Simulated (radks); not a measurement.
Values are calculated unless marked as measured or tabulated.
The mean radii <r> (bohr) of the occupied orbitals of an atom or ion are listed with their occupations. Level of theory: non-relativistic Kohn-Sham, PBE, spin-unpolarised, spherical densities, point nucleus (a radial shooting solver on a logarithmic mesh with Libxc functionals).

| orbital | occ. | <r> |
|---|---|---|
| 1s | 2 | 0.01941 |
| 2s | 2 | 0.08183 |
| 2p | 6 | 0.06917 |
| 3s | 2 | 0.2059 |
| 3p | 6 | 0.1962 |
| 3d | 10 | 0.1716 |
| 4s | 2 | 0.4321 |
| 4p | 6 | 0.4319 |
| 4d | 10 | 0.4277 |
| 4f | 4 | 0.4076 |

Name the element and its charge.

Answer. Z = 78, platinum, charge +28: Pt28+ in [Kr] 4d10 4f4. The 1s radius gives Z: for a bare nucleus <r> = 1.5/Z, 0.01923 bohr for Z = 78, and screening makes it slightly larger (0.01941 here). The occupations add up to 50, and the charge is Z minus that.
